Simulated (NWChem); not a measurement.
System: formate (CHO2 anion); SMILES O=C[O-]

Results from NWChem. Structure relaxed at the B3LYP/def2-SVPD level. Level: B3LYP/def2-SVPD with COSMO at NWChem's default radii, gas-phase geometry; the question gives the dielectric constant. Reactions with the solvent are ignored.

Problem. What does the run give for dielectric constant 3.9? Quantities: electrostatic solvation energy (kcal/mol).

Solution. 
```json
{
  "electrostatic solvation energy (kcal/mol)": "-51.6"
}
```
